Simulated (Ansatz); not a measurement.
The same ligand exchange along the group B, Al, Ga, In.

Gas-phase electronic energies from Ansatz, PBE0-D4/def2-TZVP geometries. CCSD(T)/CBS adds triple-zeta CCSD(T) − MP2 to the extrapolated MP2 energy (def2 sets, frozen cores). This one scheme is used for every species. Elements past krypton have def2 core potentials. For Br, Ga, In outer-core shells are correlated without core-valence functions, which leaves a few kJ/mol of doubt a bond. Scalar relativity is left out up to krypton.

Problem. Order these by ΔE at CCSD(T)/CBS, lowest first. (Estimate.)
A. `[Cl][Al]([Cl])[Cl]` + HBr → `[Cl][Al]([Cl])[Br]` + HCl
B. `ClB(Cl)Cl` + HBr → `ClB(Cl)Br` + HCl
C. `[Cl][Ga]([Cl])[Cl]` + HBr → `[Cl][Ga]([Cl])[Br]` + HCl
D. `[Cl][In]([Cl])[Cl]` + HBr → `[Cl][In]([Cl])[Br]` + HCl

Solution. D (-0.23 eV), C (-0.14 eV), A (-0.01 eV), B (+0.07 eV).

Largest T1 diagnostic: 0.012, for `[Cl][In]([Cl])[Cl]`.
